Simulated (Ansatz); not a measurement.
Calculated with Ansatz (gas phase, PBE0-D4/def2-TZVP geometries, no zero-point term in ΔE). CBS: MP2 limit from def2 TZ/QZ plus the TZ coupled-cluster correction, frozen cores. DFT in def2-TZVPP. B3LYP here is the variant with VWN-RPA as its local correlation; programs differ in this. For Ge, Se outer-core shells are correlated without core-valence functions, which leaves a few kJ/mol of doubt a bond. Scalar relativity is left out up to krypton. Each species was taken in one conformer, which may not be the lowest.

`Cl[CH2][GeH2][SeH]` + `O=[CH][GeH3]` → `O=[CH][GeH2][SeH]` + `Cl[CH2][GeH3]`  (formal exchange of groups at the Se–Ge bond)

(1) Is it downhill or uphill in electronic energy at CCSD(T)/CBS, and by how much? (An estimate is asked.)

(2) What do these levels give: PBE-D4, PBE0-D4, B3LYP-D4, r2SCAN, PBE0, B3LYP, SCS-MP2/def2-TZVPP, CCSD(T)/def2-TZVPP, HF/def2-QZVPP, MP2/def2-QZVPP, MP2/CBS(def2), CCSD/CBS(def2)? (Best estimate.)

Largest T1 diagnostic among the species: 0.014.

## Answers

(1) The calculation gave: Nearly level: ΔE = -2.7 kJ/mol.

(2) Ansatz gave: PBE-D4 -4.1, PBE0-D4 -3.2, B3LYP-D4 -3.3, r2SCAN -4.7, PBE0 -4.4, B3LYP -5.3, SCS-MP2/def2-TZVPP -2.6, CCSD(T)/def2-TZVPP -2.5, HF/def2-QZVPP -4.8, MP2/def2-QZVPP -2.3, MP2/CBS(def2) -2.3, CCSD/CBS(def2) -2.7 kJ/mol.
